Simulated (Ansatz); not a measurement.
`[SbH2][TeH]` + H₂O → `[OH][SbH2]` + H₂Te at 600 K and 1 bar (formal hydrolysis of the Sb–Te bond).

Gas-phase electronic energies from Ansatz, PBE0-D4/def2-TZVP geometries. CCSD(T)/CBS adds triple-zeta CCSD(T) − MP2 to the extrapolated MP2 energy (def2 sets, frozen cores). This one scheme is used for every species. Elements past krypton have def2 core potentials. For Sb, Te outer-core shells are correlated without core-valence functions, which leaves a few kJ/mol of doubt a bond.

```
      species  CCSD(T)/CBS energy (Eh)  H − E (kJ/mol)  S (J/(mol·K))
`[SbH2][TeH]`               -509.54647            90.7          365.0
          H₂O                -76.37941            76.8          212.8
 `[OH][SbH2]`               -316.98030           103.5          324.2
         H₂Te               -268.91024            52.9          255.0
```

H − E and S are ideal-gas, rigid-rotor, harmonic terms from PBE0-D4/def2-TZVP. 1 Eh = 2625.50 kJ/mol, R = 8.31446 J/(mol·K).

By hand: ΔE, ΔH, ΔS and ΔG.

ΔE = (-316.98030) + (-268.91024) − (-509.54647) − (-76.37941) = 0.03534 Eh = 92.8 kJ/mol. Δ(H − E) = 103.5 + 52.9 − 90.7 − 76.8 = -11.1, so ΔH = 81.7 kJ/mol. ΔS = 324.2 + 255.0 − 365.0 − 212.8 = 1.4 J/(mol·K). ΔG = 81.7 − 600 × (1.4)/1000 = 80.9 kJ/mol.

By hand: the equilibrium constant, and the temperature at which ΔG would vanish if ΔH and ΔS stayed fixed.

log₁₀ K = −ΔG/(RT ln 10) = -7.0. ΔG = 0 at ΔH/ΔS = 58357 K, far beyond where these terms or the molecules hold.

The number of gas molecules stays the same, so ΔS is small and ΔH decides. A doubt of 5 kJ/mol in ΔE shifts log₁₀ K by 0.4 here. These are equilibria of isolated gas molecules and say nothing of rates. Largest T1 diagnostic: 0.014 (customary marks: 0.02 for closed shells, 0.045 for open ones).
